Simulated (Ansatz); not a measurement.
Frontier orbitals of BGaH5NO (`OB[NH][GaH2]`).

Cartesian coordinates in Å:
```
O 0.9695 -0.2356 -0.7188
B 0.5657 1.0026 -0.1498
N -0.5788 0.7730 0.5788
Ga -0.7997 -1.1073 0.2851
H 1.7519 -0.2849 -1.2656
H 1.1949 2.0010 -0.3441
H -1.0908 1.4650 1.0925
H -1.7745 -1.5412 -0.8620
H -0.2383 -2.0726 1.3839
```

The species carries charge 0 and has multiplicity 1. Correlated methods include outer-core shells of Ga, which these sets cover unevenly. Scalar relativity is left out up to krypton. All single points use the PBE0-D4/def2-TZVP geometry. It is one conformer, not always the lowest. Basis def2-TZVPP, Ansatz.

| functional | HOMO (eV) | LUMO (eV) |
| --- | --- | --- |
| r2SCAN0 | -7.53 | -0.15 |

Problem. Give HOMO and LUMO (eV) with LDA (SPW92), PBE, revPBE, BLYP, r2SCAN, B97M-V, PBE0, B3LYP, r2SCANh, HSE06 (plane-wave form), BHLYP, CAM-B3LYP, LC-ωPBE, ωB97X-V, ωB97M-V, HF. (Estimate.)

Solution. The calculation gave: 
| functional | HOMO | LUMO |
| --- | --- | --- |
| LDA (SPW92) | -6.20 | -1.48 |
| PBE | -6.06 | -1.24 |
| revPBE | -6.00 | -1.13 |
| BLYP | -5.93 | -1.19 |
| r2SCAN | -6.31 | -0.82 |
| B97M-V | -6.40 | -1.11 |
| PBE0 | -7.34 | -0.40 |
| B3LYP | -7.12 | -0.69 |
| r2SCANh | -6.80 | -0.55 |
| HSE06 (plane-wave form) | -6.94 | -0.77 |
| BHLYP | -8.52 | 0.34 |
| CAM-B3LYP | -8.72 | 0.46 |
| LC-ωPBE | -10.10 | 1.67 |
| ωB97X-V | -9.74 | 1.50 |
| ωB97M-V | -9.62 | 1.17 |
| HF | -10.41 | 2.35 |

B3LYP here is the variant with VWN-RPA as its local correlation; programs differ in this. LC-ωPBE has ω = 0.4 bohr⁻¹. Positive LUMOs are unbound and depend on the basis.
